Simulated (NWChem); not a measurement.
Species: BF

```xyz
2

B      0.0000     0.0000    -0.8151
F      0.0000     0.0000     0.4596
```
Atoms are numbered in this order, from 1.

Results from NWChem. Coordinates come from a PBE-D3(BJ)/def2-SVP optimisation. Isotropic indirect couplings, all four terms, static geometry, non-relativistic.

For level B3LYP/pcJ-1:

* **J(11B atom 1, 19F atom 2) (Hz)**: -411.8

Question: How do the values read with level B3LYP/IGLO-III instead?

Answer: The J(11B atom 1, 19F atom 2) (Hz) comes out as -370.2.
